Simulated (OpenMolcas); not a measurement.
**neutral arsenic: thermal populations, Slater's ratio, worked from levels**

```yaml
Program: OpenMolcas
Basis: ANO-RCC-VDZP [5s4p2d]
Scalar_Hamiltonian: DKH2, point nucleus
Active_space: 3 electrons in 3 orbitals (4p)
State_averaging: 2S+1 = 4 odd, 1 root; 2S+1 = 2 odd, 8 roots
Spin-orbit_coupling: state interaction with AMFI integrals over the reference wave functions, term energies averaged over their components
```

Methods: CASSCF; SS-CASPT2, IPEA 0.25 Eh, imaginary shift 0.1 Eh (closed shells correlated: 3d 4s). Measured levels: NIST Handbook of Basic Atomic Spectroscopic Data.

**Thermal populations.** Z = Σ (2J + 1) exp(-E/kT) with k = 0.695035 cm-1/K, over the levels below. No other level of either list lies under 50600 cm-1, which is above 7 kT at each temperature.

| Level | 2J + 1 | SS-CASPT2 | measured |
| --- | --- | --- | --- |
| 4s2 4p3 4S* 3/2 | 4 | 0.0 | 0.0 |
| 4s2 4p3 2D* 3/2 | 4 | 12970 | 10593 |
| 4s2 4p3 2D* 5/2 | 6 | 13190 | 10915 |
| 4s2 4p3 2P* 1/2 | 2 | 21180 | 18186 |
| 4s2 4p3 2P* 3/2 | 4 | 21470 | 18648 |

```csv
T (K),"Z, SS-CASPT2","Z, measured levels","Ground level (%), SS-CASPT2","Ground level (%), measured levels"
5000,4.243,4.479,94.3,89.3
8000,5.076,5.654,78.8,70.8
```

At 8000 K, kT = 5560 cm-1, and the computed levels give Z = 4.000 + 0.388 + 0.560 + 0.044 + 0.084 = 5.076.

**Slater's ratio.** With one set of orbitals, p3 has 2D* - 4S* = 9 F2 and 2P* - 2D* = 6 F2 (F2 = F²/25), a ratio of 2/3. Term energies are centres of gravity, weighted by 2J + 1.

```json
{"Source": "CASSCF", "2D* - 4S*": "14554", "2P* - 4S*": "24322", "F2 from the first": "1617", "Ratio": "0.671"}
{"Source": "SS-CASPT2", "2D* - 4S*": "13098", "2P* - 4S*": "21372", "F2 from the first": "1455", "Ratio": "0.632"}
{"Source": "measured", "2D* - 4S*": "10786", "2P* - 4S*": "18494", "F2 from the first": "1198", "Ratio": "0.715"}
```

Energies in cm-1. A ratio away from 2/3 shows effects beyond one configuration with one set of orbitals, and in heavier atoms second-order spin-orbit shifts.

Term energies are means over components that CASPT2 splits; among the terms shown or strongly mixed into the levels shown the widest spread is 200 cm-1 (4s2 4p3 2D*, SS-CASPT2). With the s shell closed, the reference lacks s² → p² mixing. Without dynamic correlation excited terms often stand tens of per cent too high (terms of higher spin than the ground term too low), and those without a measured partner can miss by more than the paired ones (holds for CASSCF). Some terms miss by over 15 % even with CASPT2, which points to a basis or an active space too small for the shells correlated (holds for SS-CASPT2). Measured partners are found by configuration, term and J. A level has none where our copy of the source lacks it or the pairing is in doubt (some pairs that miss far off the trend of their configuration count as doubtful), and it then counts in no deviation. Only configurations of the active space appear.

* marks odd parity.
